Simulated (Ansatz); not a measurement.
Cost and result for the atomization energy of `O[SiH](O)[SiH2]` radical (9 atoms, 8 bonds).

```xyz
9

O     1.5251    0.7510   -0.6105
Si    0.0975    0.4203    0.1367
O     0.2091    0.2801    1.7720
Si   -0.5199   -1.6812   -0.6210
H     1.7748    1.6697   -0.7184
H    -0.8446    1.5431   -0.1610
H     0.0988    1.0722    2.2996
H    -1.7512   -2.2360    0.0034
H    -0.5897   -1.8191   -2.1008
```

Charge 0, multiplicity 2. Geometry: relaxed with PBE0-D4/def2-TZVP. It is one conformer, not always the lowest. Program: Ansatz. Hardware: A = 2 threads of an AMD EPYC 7R13 on a shared host; B = 2 threads of an AMD EPYC 7R13 on a shared host and a share of an NVIDIA H100 80 GB. Times are those of one run each, without the atoms' runs, and a repeat can differ threefold. Electronic energies, without spin–orbit coupling; frozen cores. CCSD(T)/CBS adds CCSD(T) − MP2 in def2-TZVPP to the MP2 limit, and its time is that of the two runs behind it. T1 = 0.014; ⟨S²⟩ of the reference is 0.76. B3LYP takes the VWN-RPA correlation (the form of Gaussian; ORCA's B3LYP/G).

CCSD(T)/CBS is a level of theory with its own doubt, some kJ/mol a heavy atom from the limit and from the frozen cores, so smaller differences don't rank the functionals.

| level | functions | wall time | atomization (kJ/mol) | difference from CCSD(T)/CBS | per bond |
| --- | --- | --- | --- | --- | --- |
| PBE-D4/def2-TZVPP (with forces) [A] | 216 | 3.8 s | 3030.7 | -1.1 | -0.1 |
| PBE0-D4/def2-TZVPP [A] | 216 | 4.9 s | 2977.3 | -54.5 | -6.8 |
| B3LYP-D4/def2-TZVPP (with forces) [A] | 216 | 6.5 s | 3004.9 | -26.9 | -3.4 |
| r2SCAN-D4/def2-TZVPP (with forces) [A] | 216 | 7.5 s | 3029.3 | -2.5 | -0.3 |
| B2PLYP/def2-TZVPP [A] | 216 | 7.5 s | 2974.1 | -57.7 | -7.2 |
| ωB97X-V/def2-TZVPP [A] | 216 | 14 s | 3029.4 | -2.4 | -0.3 |
| ωB97M-V/def2-TZVPP (with forces) [A] | 216 | 15 s | 3016.2 | -15.6 | -1.9 |
| MP2/def2-QZVPP [B] | 404 | 16 s | 3040.2 | 8.4 | 1.1 |
| CCSD(T)/def2-TZVPP [B] | 216 | 17 s | 2935.4 | -96.4 | -12.0 |
| CCSD(T)/CBS(def2) | – | 33 s | 3031.8 | 0.0 | 0.0 |

The D4 term adds +30.5 kJ/mol with B3LYP and +15.9 kJ/mol with PBE0; it sums over pairs of atoms, weighted by their polarisabilities, and B3LYP, whose exchange is more repulsive, gets the larger term. From PBE to PBE0 (25 % exact exchange), in def2-TZVPP and without D4, the atomization energy moves by −50.6 kJ/mol: exact exchange takes away binding that semilocal exchange gives to molecules. In def2-TZVPP, CCSD(T) changes the Hartree–Fock value by +768.1 kJ/mol (the triples alone add +40.4 kJ/mol) and MP2 by +814.8 kJ/mol; breaking electron pairs costs correlation energy, which Hartree–Fock lacks.
